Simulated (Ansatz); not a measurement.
Total energies of Rb₂Br (the lowest doublet isomer of a short search) from Ansatz at PBE0-D4/def2-TZVP, gas phase (1 Eh = 27.2114 eV = 2625.5 kJ/mol). The reference geometry is relaxed at PBE0-D4/def2-TZVP.

Cartesian coordinates in Å:
```
Rb -1.693 0.131 1.598
Rb 1.121 1.306 -1.572
Br 0.571 -1.437 -0.025
```

```tsv
state	geometry	energy (Eh)
charge 0 doublet	reference	-2622.14599
charge 1 singlet	reference	-2622.00283
charge 1 singlet	relaxed at PBE0-D4/def2-TZVP	-2622.02540
charge 0 quartet	relaxed at PBE0-D4/def2-TZVP	-2621.98522
free Rb atom (doublet)	–	-24.08178
free Br atom (doublet)	–	-2573.81189
```

In the def2 sets Rb takes a core potential; there is no spin–orbit coupling.

Q: Work out the vertical ionisation energy to the singlet.

A: E(charge 1 singlet) − E(charge 0 doublet) = -2622.00283 − (-2622.14599) = 0.14316 Eh = 3.90 eV. For comparison, −ε of the highest occupied level of the spin that leaves is 2.71 eV at this level, 1.19 eV less.

Q: How much does the charge 1 singlet relax, and what is the adiabatic ionisation energy?

A: Relaxation: -2622.00283 − (-2622.02540) = 0.02257 Eh = 0.61 eV. Adiabatic ionisation energy: 0.12059 Eh = 3.28 eV, without zero-point energy. 

Q: Which of the charge 0 states is lowest, and how far above it are the others?

A: The doublet. quartet: -2621.98522 − (-2622.14599) = 0.16077 Eh = 422.1 kJ/mol. The quartet has fallen apart, so its energy is that of loose fragments and no spin gap. The quartet differs in its bonds from the reference.

Q: What is the binding energy per atom against free atoms?

A: Atoms: 2 × (-24.08178) + 1 × (-2573.81189) = -2621.97545 Eh. Binding: -2621.97545 − (-2622.14599) = 0.17054 Eh = 4.64 eV, or 1.55 eV for each of 3 atoms (no zero-point energy, no counterpoise term).

The structure comes from a short search, and lower isomers may exist.
